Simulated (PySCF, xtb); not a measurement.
C3H8AlCl, SMILES C[CH](C)[AlH][Cl]. One conformer was computed; it need not be the lowest.

Harmonic wavenumbers (cm⁻¹) from GFN2-xTB run with xtb at its own minimum, in rising order: 13, 73, 114, 223, 233, 293, 359, 420, 482, 560, 666, 910, 924, 967, 980, 1089, 1154, 1220, 1288, 1400, 1412, 1487, 1498, 1499, 1505, 1799, 2852, 2977, 2980, 2985, 2991, 2996, 3003.

**Question.** What does PBE-D3(BJ)/def2-SVP in PySCF give at its own minimum? (An estimate is asked for; the answer gives what the named calculation found.)

**Answer.** 18, 96, 173, 226, 232, 280, 328, 450, 493, 566, 659, 876, 887, 932, 952, 1082, 1138, 1179, 1258, 1336, 1354, 1405, 1422, 1423, 1432, 1886, 2899, 2942, 2946, 3017, 3022, 3038, 3053. Paired by order, the mean absolute difference is 37 cm⁻¹ and the zero-point energies are 62.0 and 61.5 kcal/mol.
